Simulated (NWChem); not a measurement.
# Correlation energy of H$_{3}$Ga

```xyz
4

Ga     0.0000     0.0000     0.0000
H      0.0000     0.0000     1.5807
H      1.3689     0.0000    -0.7903
H     -1.3689     0.0000    -0.7903
```
Charge 0, spin multiplicity 1.

Program: NWChem. All single points use one geometry, from PBE/def2-SVP, a minimum by its harmonic frequencies.

Basis set: def2-TZVP. Each correlation energy counts from its own Hartree-Fock reference.

| method | correlation energy (mHa) | difference from CCSD(T) |
|---|---|---|
| CR-CCSD[T] | -254.7 | +0.1 |
| MP2 | -232.9 | +21.9 |
| CR-CCSD(T) | -253.4 | +1.3 |
| CCSD(T) | -254.8 | 0.0 |
| SCS-MP2 | -226.8 | +27.9 |
| CCSD | -246.8 | +8.0 |
| CCSD+T(CCSD) | -256.3 | -1.5 |

The values span 29.4 mHa, from CCSD+T(CCSD) (lowest) to SCS-MP2 (highest). 

The Hamiltonian is non-relativistic. The correlated methods keep 9 core orbitals frozen. The structure started from a generated list of species. Coupled-cluster values serve here as a point of comparison, not as the truth.
